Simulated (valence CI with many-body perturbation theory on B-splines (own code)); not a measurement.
# Sc¹⁶⁺: calculated level list

Calculated by valence CI with perturbative core correlation (CI+MBPT): three valence electrons over a frozen Dirac-Fock core [He], radial functions for each j: 11 s, 11 p, 10 d, 8 f, 5 g, 2 h, with the one-electron correlation potential Σ1 (screened to all orders), the two-electron term Σ2, the three-electron term Σ3, Breit, model QED; selected single and double excitations, second order for the rest, scaled by the run's own slope (own B-spline code, finite nucleus).

No measured levels were compared; by estimate levels of excited configurations hold to 0.05 to 0.15 % of their energy, terms of the ground configuration to about 0.5 %.

Levels 136 to 180 of 198, with energies above the lowest level, (2s^2 2p1/2) J=1/2. "Leading %" is the weight of the configuration and term that name the level; weights of strongly mixed levels are sums over their largest components and can fall short. In the jj column 3d3/2^4 stands for four electrons in 3d with j = 3/2.

| No. | Configuration | Term | J | E (eV) | Leading % | Second component | g | Leading jj |
| --- | --- | --- | --- | --- | --- | --- | --- | --- |
| 136 | 2s 2p 4s | 4P° | 5/2 | 870.19 | 99 |  | 1.599 | 2s 2p3/2 4s (99 %) |
| 137 | 2s 2p 4p | 4D | 1/2 | 870.96 | 78 | 19 % 2s 2p 4p 2P | 0.198 | 2s 2p1/2 4p1/2 (97 %) |
| 138 | 2s 2p 4p | 4D | 3/2 | 872.07 | 85 | 10 % 2s 2p 4p 4P | 1.258 | 2s 2p1/2 4p3/2 (55 %) |
| 139 | 2s 2p 4s | 2P° | 3/2 | 872.39 | 92 | 7 % 2s 2p 4s 4P° | 1.361 | 2s 2p3/2 4s (97 %) |
| 140 | 2s 2p 4p | 2P | 3/2 | 872.99 | 37 | 28 % 2s 2p 4p 4S | 1.533 | 2s 2p1/2 4p3/2 (47 %) |
| 141 | 2s 2p 4p | 4D | 5/2 | 873.66 | 80 | 14 % 2s 2p 4p 4P | 1.394 | 2s 2p1/2 4p3/2 (69 %) |
| 142 | 2s 2p 4p | 2P | 1/2 | 873.77 | 66 | 16 % 2s 2p 4p 4P | 0.956 | 2s 2p1/2 4p3/2 (70 %) |
| 143 | 2s 2p 4p | 4P | 1/2 | 874.37 | 75 | 11 % 2s 2p 4p 2S | 2.264 | 2s 2p1/2 4p1/2 (71 %) |
| 144 | 2s 2p 4p | 2D | 3/2 | 875.05 | 52 | 20 % 2s 2p 4p 4S | 1.251 | 2s 2p1/2 4p3/2 (68 %) |
| 145 | 2s 2p 4d | 4F° | 3/2 | 876.95 | 84 | 7 % 2s 2p 4d 4D° | 0.499 | 2s 2p1/2 4d3/2 (93 %) |
| 146 | 2s 2p 4p | 4D | 7/2 | 877.26 | 100 |  | 1.428 | 2s 2p3/2 4p3/2 (100 %) |
| 147 | 2s 2p 4d | 4F° | 5/2 | 877.67 | 70 | 21 % 2s 2p 4d 4D° | 1.128 | 2s 2p1/2 4d5/2 (63 %) |
| 148 | 2s 2p 4p | 4P | 3/2 | 877.72 | 35 | 28 % 2s 2p 4p 2P | 1.404 | 2s 2p3/2 4p1/2 (83 %) |
| 149 | 2s 2p 4p | 4P | 5/2 | 878.05 | 69 | 19 % 2s 2p 4p 4D | 1.509 | 2s 2p3/2 4p1/2 (70 %) |
| 150 | 2s 2p 4p | 4S | 3/2 | 878.23 | 43 | 22 % 2s 2p 4p 2P | 1.613 | 2s 2p3/2 4p3/2 (82 %) |
| 151 | 2s 2p 4d | 4F° | 7/2 | 879.06 | 72 | 24 % 2s 2p 4d 4D° | 1.278 | 2s 2p1/2 4d5/2 (68 %) |
| 152 | 2s 2p 4d | 4P° | 5/2 | 879.13 | 43 | 24 % 2s 2p 4d 2D° | 1.359 | 2s 2p1/2 4d5/2 (50 %) |
| 153 | 2s 2p 4d | 4D° | 3/2 | 879.63 | 57 | 27 % 2s 2p 4d 4P° | 1.277 | 2s 2p1/2 4d3/2 (38 %) |
| 154 | 2s 2p 4p | 2D | 5/2 | 879.71 | 83 | 16 % 2s 2p 4p 4P | 1.263 | 2s 2p3/2 4p3/2 (75 %) |
| 155 | 2s 2p 4d | 4D° | 1/2 | 879.83 | 86 | 7 % 2s 2p 4d 4P° | 0.238 | 2s 2p1/2 4d3/2 (71 %) |
| 156 | 2s 2p 4d | 2D° | 3/2 | 880.71 | 63 | 23 % 2s 2p 4d 2P° | 0.900 | 2s 2p1/2 4d3/2 (35 %) |
| 157 | 2s 2p 4p | 2S | 1/2 | 880.90 | 83 | 9 % 2s 2p 4p 2P | 1.906 | 2s 2p3/2 4p3/2 (89 %) |
| 158 | 2s 2p 4f | 4G | 5/2 | 881.11 | 49 | 24 % 2s 2p 4f 4F | 0.811 | 2s 2p1/2 4f5/2 (98 %) |
| 159 | 2s 2p 4f | 4F | 7/2 | 881.23 | 34 | 22 % 2s 2p 4f 4G | 1.154 | 2s 2p1/2 4f7/2 (98 %) |
| 160 | 2s 2p 4d | 2F° | 5/2 | 881.40 | 46 | 32 % 2s 2p 4d 2D° | 1.100 | 2s 2p1/2 4d5/2 (51 %) |
| 161 | 2s 2p 4d | 4F° | 9/2 | 882.46 | 100 |  | 1.333 | 2s 2p3/2 4d5/2 (100 %) |
| 162 | 2s 2p 4f | 4F | 3/2 | 882.59 | 78 | 11 % 2s 2p 4f 4D | 0.530 | 2s 2p1/2 4f5/2 (73 %) |
| 163 | 2s 2p 4f | 4F | 9/2 | 882.70 | 46 | 41 % 2s 2p 4f 4G | 1.238 | 2s 2p1/2 4f7/2 (74 %) |
| 164 | 2s 2p 4f | 4F | 5/2 | 882.73 | 36 | 34 % 2s 2p 4f 2F | 1.028 | 2s 2p1/2 4f7/2 (57 %) |
| 165 | 2s 2p 4f | 4G | 7/2 | 882.75 | 39 | 38 % 2s 2p 4f 2F | 1.063 | 2s 2p1/2 4f5/2 (73 %) |
| 166 | 2s 2p 4f | 4G | 5/2 | 883.28 | 38 | 38 % 2s 2p 4f 2D | 0.903 | 2s 2p1/2 4f5/2 (58 %) |
| 167 | 2s 2p 4f | 2G | 7/2 | 883.32 | 43 | 36 % 2s 2p 4f 4D | 1.129 | 2s 2p1/2 4f7/2 (74 %) |
| 168 | 2s 2p 4d | 4D° | 7/2 | 883.33 | 72 | 26 % 2s 2p 4d 4F° | 1.375 | 2s 2p3/2 4d5/2 (60 %) |
| 169 | 2s 2p 4d | 4D° | 5/2 | 883.72 | 56 | 29 % 2s 2p 4d 4P° | 1.383 | 2s 2p3/2 4d3/2 (77 %) |
| 170 | 2s 2p 4d | 4P° | 3/2 | 884.00 | 66 | 31 % 2s 2p 4d 4D° | 1.546 | 2s 2p3/2 4d3/2 (86 %) |
| 171 | 2s 2p 4d | 4P° | 1/2 | 884.14 | 91 | 8 % 2s 2p 4d 4D° | 2.442 | 2s 2p3/2 4d3/2 (96 %) |
| 172 | 2s 2p 4d | 2F° | 5/2 | 884.82 | 45 | 41 % 2s 2p 4d 2D° | 1.083 | 2s 2p3/2 4d5/2 (76 %) |
| 173 | 2s 2p 4d | 2P° | 3/2 | 885.95 | 73 | 18 % 2s 2p 4d 2D° | 1.240 | 2s 2p3/2 4d5/2 (79 %) |
| 174 | 2s 2p 4d | 2F° | 7/2 | 886.54 | 95 |  | 1.153 | 2s 2p3/2 4d3/2 (54 %) |
| 175 | 2s 2p 4f | 4F | 9/2 | 886.79 | 51 | 48 % 2s 2p 4f 4G | 1.253 | 2s 2p3/2 4f7/2 (76 %) |
| 176 | 2s 2p 4f | 4F | 7/2 | 886.83 | 42 | 27 % 2s 2p 4f 4G | 1.159 | 2s 2p3/2 4f5/2 (93 %) |
| 177 | 2s 2p 4f | 4F | 5/2 | 887.07 | 37 | 33 % 2s 2p 4f 4D | 1.119 | 2s 2p3/2 4f5/2 (98 %) |
| 178 | 2s 2p 4d | 2P° | 1/2 | 887.10 | 94 | 5 % 2s 2p 4d 4D° | 0.655 | 2s 2p3/2 4d5/2 (93 %) |
| 179 | 2s 2p 4f | 4G | 11/2 | 887.14 | 100 |  | 1.272 | 2s 2p3/2 4f7/2 (100 %) |
| 180 | 2s 2p 4f | 2F | 7/2 | 887.15 | 43 | 26 % 2s 2p 4f 4D | 1.174 | 2s 2p3/2 4f7/2 (93 %) |

Where two levels of one J and parity lie close, their mixing, g and order are uncertain.
